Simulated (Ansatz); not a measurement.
Mulliken charges of CH₅AlO₂Si (`[OH][Al]1[O]C[SiH2]1`) from PBE/def2-TZVPP in Ansatz (PBE0-D4/def2-TZVP geometry).

| atom | x (Å) | y (Å) | z (Å) | charge (e) |
| --- | --- | --- | --- | --- |
| O1 | -2.909 | 0.482 | 0.144 | -0.345 |
| Al2 | -1.252 | 0.190 | 0.062 | 0.443 |
| O3 | -0.529 | -1.370 | -0.018 | -0.321 |
| C4 | 0.886 | -1.112 | -0.073 | -0.012 |
| Si5 | 1.063 | 0.812 | -0.021 | -0.004 |
| H6 | -3.327 | 1.338 | 0.188 | 0.177 |
| H7 | 1.303 | -1.539 | -0.991 | 0.082 |
| H8 | 1.381 | -1.593 | 0.777 | 0.082 |
| H9 | 1.786 | 1.333 | 1.172 | -0.050 |
| H10 | 1.680 | 1.408 | -1.238 | -0.050 |

By hand: the dipole of these point charges (1 e Å = 4.8032 D).

Σ q r = (0.062, 0.211, 0.004) e Å, of length 0.220 e Å = 1.06 D.

How does the dipole of the full density compare? (Best estimate.)

The calculation gave: (0.033, 0.426, 0.012) e Å, 2.05 D; the point charges give 0.52 times that, at 12° from its direction.

Point charges leave out the atoms' own dipoles, such as those of lone pairs, and Mulliken's split depends on the basis, so the two needn't agree.
